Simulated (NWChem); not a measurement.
# Total energies of sulfuric acid (H2O4S)

SMILES: O=S(=O)(O)O
```xyz
7

O     -0.3014     1.2374     0.8705
S      0.0000     0.0000    -0.1716
O      1.2712     0.2525    -0.8416
O     -1.2712    -0.2525    -0.8416
O      0.3014    -1.2374     0.8705
H      0.5721     1.5953     1.1416
H     -0.5721    -1.5953     1.1416
```
Charge 0, spin multiplicity 1.

All runs are NWChem calculations. Structure: optimised with PBE/def2-SVP, a minimum by its harmonic frequencies. It is one conformer; others weren't searched.

Basis set: def2-SVP (84 functions).

```csv
method,total energy (Ha),relative cost
RHF,-697.66511,1
MP2,-698.56312,under 3
B2PLYP,-699.45719,under 3
PBE,-699.39718,under 3
B3LYP,-699.86051,under 3
M06-2X,-699.71640,under 3
CCSD(T),-698.59663,60
```

Total energies of different functionals aren't comparable as a measure of quality: only differences taken within one method are. The cost column gives rough processor time relative to RHF; each entry includes its own SCF.

The correlated methods keep 9 core orbitals frozen. B3LYP has NWChem's definition, with VWN1-RPA local correlation. No row is a measurement; the coupled-cluster row has its own basis-set and correlation limits.
